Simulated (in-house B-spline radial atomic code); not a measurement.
Values are calculated unless marked as measured or tabulated.
# N in an electron gas of r_s = 4: phase shifts, screening and friction

A nucleus sits in a uniform electron gas with a rigid positive background. The Kohn-Sham equations are solved self-consistently in the spin-unpolarised LDA (PW92), non-relativistic, on B-splines with outgoing waves at the boundary and partial waves to l = 8. The model has no lattice, no bands and no magnetic solution. Atomic units; δ_l are the phase shifts at the Fermi level, counted so that each bound state adds π, and good to about 0.0005.

The density parameter is r_s = 4 bohr.

```tsv
l	δ_l (rad)
0	5.0710
1	2.0680
2	-0.0566
3	0.0000
4	0.0008
5	0.0002
6	0.0001
7	0.0002
8	0.0002
```

Bound levels below the band bottom (hartree): s -13.57, s -0.2909.

(1) Check the Friedel sum rule, and say where the screening charge sits.

(2) Find the transport cross section and the electronic stopping of a 1 keV N ion (mass 14.01 u).

Answers

(1) k_F = (9π/4)^(1/3)/r_s = 0.47979. The rule is Z = (2/π) Σ (2l + 1) δ_l. The terms are s 3.228, p 3.950, d -0.180, f 0.000 and 0.011 beyond, in all 7.009 against Z = 7. Bound states hold 4 s, 0 p, 0 d electrons, so the scattering states carry 3.01 in all; where a term is smaller than its bound count, the bound level has drawn weight out of the band.

(2) σ_tr = (4π/k_F²) Σ (l + 1) sin²(δ_l − δ_(l+1)). The terms for l = 0 to 3 are 0.0191, 1.4468, 0.0096, 0.0000, all together 1.4755, so σ_tr = 54.589 × 1.4755 = 80.546 bohr². With n = 3/(4π r_s³) = 0.00373, the friction coefficient is Q = n k_F σ_tr = 0.1442. For v well below v_F = 0.480, dE/dx = Q v; with 24801 eV per u at v = 1, v = √(1000/(24801 × 14.01)) = 0.0536, so dE/dx = 0.00773 hartree/bohr = 3.98 eV/nm. The largest term couples the p and d waves.
